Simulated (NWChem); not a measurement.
**Setting up doublet GeH3Cl+ in NWChem**

The species is GeH3Cl+ (5 atoms), meant as a doublet with charge +1. As SMILES of the parent species, `[Cl][GeH3]`. The shape is that of a PBE0-D4/def2-TZVP optimisation. That shape belongs to the parent species and isn't relaxed for this state.

```
atom    x (Å)    y (Å)    z (Å)
  Cl  -1.8758  -0.0251   0.6413
  Ge   0.1618  -0.0139  -0.0606
   H   0.1604   0.6562  -1.4381
   H   0.6190  -1.4737  -0.1406
   H   0.9845   0.7829   0.9567
```

Settings wanted:

| Setting | Value |
| --- | --- |
| task | energy |
| method | DFT |
| functional | BHLYP |
| dispersion | none |
| basis set | def2-TZVP |
| reference | UKS |
| integration grid | fine |
| SCF convergence threshold | 1e-08 |
| iteration cap | 100 |
| module | dft |

Q: Give an NWChem 7.3.0 job that does this.

A: One that was run (others would do as well):

run.py:
```python
from ase import Atoms
from ase.calculators.nwchem import NWChem

atoms = Atoms('ClGeHHH', positions=[
    [-1.875800, -0.025100, 0.641300],
    [0.161800, -0.013900, -0.060600],
    [0.160400, 0.656200, -1.438100],
    [0.619000, -1.473700, -0.140600],
    [0.984500, 0.782900, 0.956700],
])

calc = NWChem(
    label='clgeh3',
    theory='dft',
    memory='2200 mb',
    basis='def2-TZVP',
    basispar='spherical bse',
    charge=1,
    dft={'xc': 'bhlyp', 'mult': '2', 'grid': 'fine', 'convergence': 'energy 1e-08', 'iterations': '100', 'mulliken': None},
    task='energy',
)
atoms.calc = calc

e = atoms.get_potential_energy()
print(f"E = {e:.6f} eV")
```

```bash
$ export ASE_NWCHEM_COMMAND="nwchem PREFIX.nwi > PREFIX.nwo"
$ python run.py
```

Calculated total energy: -2538.61476 Eh.
